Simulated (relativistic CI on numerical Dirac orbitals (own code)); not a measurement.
Hyperfine structure of Pm¹⁶⁺, mass number 147

Computed by Dirac-Coulomb-Breit CI, KLI orbitals optimised for each configuration, QED by a radiative potential, unscaled Slater integrals (own radial code, finite nucleus).

Configurations in the expansion (outside the closed core [Ar] 3d10): 4s2.4p6.4d9, 4s2.4p5.4d10, 4s2.4p6.4d8.4f, 4s.4p6.4d10, 4s2.4p6.4d8.5s, 4s2.4p5.4d9.4f, 4s2.4p6.4d8.5p, 4s.4p6.4d9.4f, 4s2.4p6.4d7.4f.5s, 4s2.4p6.4d8.5d, 4s2.4p6.4d7.5s.5p, 4s2.4p5.4d9.5s, 4s2.4p6.4d8.5f, 4s2.4p6.4d8.6s, 4s2.4p6.4d7.5s2, 4s2.4p6.4d6.4f.5s2, 4s2.4p5.4d7.4f.5s2, 4s2.4p6.4d6.5s2.5p. Double excitations out of closed p, d and f shells are left out; levels of such configurations are missing from the list, as are those of other unlisted configurations, and high levels can miss mixing partners.

Nuclear spin I = 7/2, μ = 2.58 μN, Q = 0.74 b (tables of Stone and Pyykkö). The electronic factors are computed for point nuclear moments, without core polarisation or the Bohr-Weisskopf and QED corrections.

```csv
Level,E (eV),A (MHz),B (MHz)
4s2.4p6.4d9 2D_5/2,0.000,2650,-5540
4s2.4p6.4d9 2D_3/2,4.992,6589,-4340
4s2.4p5.4d10 2P°_3/2,113.981,12420,-22600
4s2.4p6.4d8.4f 4F°_7/2,124.685,1796,-3970
4s2.4p6.4d8.4f 4F°_9/2,125.472,1283,-4150
4s2.4p6.4d8.4f 2P°_1/2,126.341,16170,
4s2.4p6.4d8.4f 4I°_15/2,127.231,1653,-2150
4s2.4p6.4d8.4f 4D°_7/2,127.290,1245,786
```

Levels with J = 0, under 50 % of one LS term, or S terms without an open s electron are left out. Small factors come from cancelling terms and can be off by tens of per cent or more.

At this charge energies of transitions that change n are usually good to better than 1 %, and those within a shell (Δn = 0) to a few per cent.

(1) Give the hyperfine levels of 4s2.4p6.4d9 2D_5/2 relative to its centre of gravity.

## Answers

(1) With K = F(F + 1) − I(I + 1) − J(J + 1), E = AK/2 + B[¾K(K + 1) − I(I + 1)J(J + 1)]/[2I(2I − 1)J(2J − 1)]: F = 1: -32780, F = 2: -25900, F = 3: -16170, F = 4: -4301, F = 5: 8752, F = 6: 21800 MHz.

LS names give the leading component of a level, which can be under half, so a name can repeat, a term be missing and a line seem to break the LS rules.
